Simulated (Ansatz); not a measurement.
`N#CBCl` + `CCCC` → `CCC(C)C#N` + `BCl` at 700 K and 1 bar (formal exchange of groups at a C–B bond).

Program: Ansatz. Geometries: PBE0-D4/def2-TZVP. ΔE: electronic, gas phase. CCSD(T)/CBS is the MP2 limit (def2-TZVPP, def2-QZVPP) plus CCSD(T) − MP2 in def2-TZVPP, frozen cores. This one scheme is used for every species. Each species was taken in one conformer, which may not be the lowest.

```tsv
species	CCSD(T)/CBS energy (Eh)	H − E (kJ/mol)	S (J/(mol·K))
`N#CBCl`	-577.94276	101.9	350.1
`CCCC`	-158.24160	420.8	414.7
`CCC(C)C#N`	-250.38003	433.3	480.5
`BCl`	-485.78909	86.3	276.7
```

H − E and S are ideal-gas, rigid-rotor, harmonic terms from PBE0-D4/def2-TZVP, for one conformer and one mirror image of each species. 1 Eh = 2625.50 kJ/mol, R = 8.31446 J/(mol·K).

Q: By hand: ΔE, ΔH, ΔS and ΔG.

A: ΔE = (-250.38003) + (-485.78909) − (-577.94276) − (-158.24160) = 0.01524 Eh = 40.0 kJ/mol. Δ(H − E) = 433.3 + 86.3 − 101.9 − 420.8 = -3.1, so ΔH = 36.9 kJ/mol. ΔS = 480.5 + 276.7 − 350.1 − 414.7 = -7.6 J/(mol·K). ΔG = 36.9 − 700 × (-7.6)/1000 = 42.2 kJ/mol.

Q: By hand: the equilibrium constant, and the temperature at which ΔG would vanish if ΔH and ΔS stayed fixed.

A: log₁₀ K = −ΔG/(RT ln 10) = -3.1. ΔH and −TΔS have one sign here, so there is no such temperature.

The number of gas molecules stays the same, so ΔS is small and ΔH decides. A doubt of 5 kJ/mol in ΔE shifts log₁₀ K by 0.4 here. Other conformers and mirror images would add mixing entropy, several J/(mol·K) or more a flexible species. These are equilibria of isolated gas molecules and say nothing of rates. Largest T1 diagnostic: 0.014 (customary marks: 0.02 for closed shells, 0.045 for open ones).

ΔS is within the doubt of such terms, so its sign, and with it that verdict, could turn.
